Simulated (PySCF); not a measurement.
Si(AsH2)2(H)2 (As2H6Si), SMILES [AsH2][SiH2][AsH2]. Atoms are numbered in the order given.

```xyz
9

Si     0.0000     0.0000     1.0297
As     2.0022     0.0000    -0.2075
As    -2.0022     0.0000    -0.2075
H      0.0000    -1.2098     1.9040
H      0.0000     1.2098     1.9040
H      1.5098     1.1013    -1.1319
H      1.5098    -1.1013    -1.1319
H     -1.5098    -1.1013    -1.1319
H     -1.5098     1.1013    -1.1319
```

Coordinates come from a ωB97X-D3(BJ)/def2-SVP optimisation. This is a generated structure with no PubChem entry under its InChIKey; it may be hypothetical.

Level of theory: TDA-CAM-B3LYP/def2-SVPD (PySCF).

Vertical excitations. Gas-phase values at a fixed geometry. State labels are in the subgroup C2v.

```json
[
 {"state": "S1", "symmetry": "B1", "energy (eV)": "5.76", "λ (nm)": "215", "f": "0.073", "main pairs": "HOMO→LUMO 84 %"},
 {"state": "S2", "symmetry": "A2", "energy (eV)": "6.17", "λ (nm)": "201", "f": "0.000", "main pairs": "HOMO→LUMO+3 87 %"},
 {"state": "S3", "symmetry": "B1", "energy (eV)": "6.24", "λ (nm)": "199", "f": "0.605", "main pairs": "HOMO→LUMO+1 82 %"},
 {"state": "S4", "symmetry": "A1", "energy (eV)": "6.25", "λ (nm)": "198", "f": "0.000", "main pairs": "HOMO→LUMO+2 94 %"},
 {"state": "S5", "symmetry": "B2", "energy (eV)": "6.26", "λ (nm)": "198", "f": "0.029", "main pairs": "HOMO→LUMO+4 90 %"},
 {"state": "S6", "symmetry": "A2", "energy (eV)": "7.08", "λ (nm)": "175", "f": "0.000", "main pairs": "HOMO→LUMO+6 92 %"},
 {"state": "S7", "symmetry": "B1", "energy (eV)": "7.13", "λ (nm)": "174", "f": "0.031", "main pairs": "HOMO→LUMO+5 83 %"},
 {"state": "S8", "symmetry": "A1", "energy (eV)": "7.23", "λ (nm)": "171", "f": "0.044", "main pairs": "HOMO−1→LUMO 43 %, HOMO−2→LUMO 23 %, HOMO→LUMO+7 22 %"},
 {"state": "S9", "symmetry": "A1", "energy (eV)": "7.46", "λ (nm)": "166", "f": "0.068", "main pairs": "HOMO−2→LUMO 55 %, HOMO−1→LUMO+1 19 %, HOMO→LUMO+7 17 %"},
 {"state": "S10", "symmetry": "A1", "energy (eV)": "7.74", "λ (nm)": "160", "f": "0.027", "main pairs": "HOMO−1→LUMO 37 %, HOMO−1→LUMO+1 20 %, HOMO→LUMO+7 16 %, HOMO−2→LUMO 14 %"},
 {"state": "T1", "symmetry": "B1", "energy (eV)": "4.73", "λ (nm)": "262", "f": "0", "main pairs": "HOMO→LUMO 87 %"},
 {"state": "T2", "symmetry": "A2", "energy (eV)": "5.46", "λ (nm)": "227", "f": "0", "main pairs": "HOMO→LUMO+3 79 %, HOMO−1→LUMO+4 16 %"},
 {"state": "T3", "symmetry": "B2", "energy (eV)": "5.54", "λ (nm)": "224", "f": "0", "main pairs": "HOMO→LUMO+4 76 %, HOMO−1→LUMO+3 19 %"},
 {"state": "T4", "symmetry": "B1", "energy (eV)": "5.77", "λ (nm)": "215", "f": "0", "main pairs": "HOMO→LUMO+1 88 %"}
]
```
Triplets are in the Tamm–Dancoff approximation.
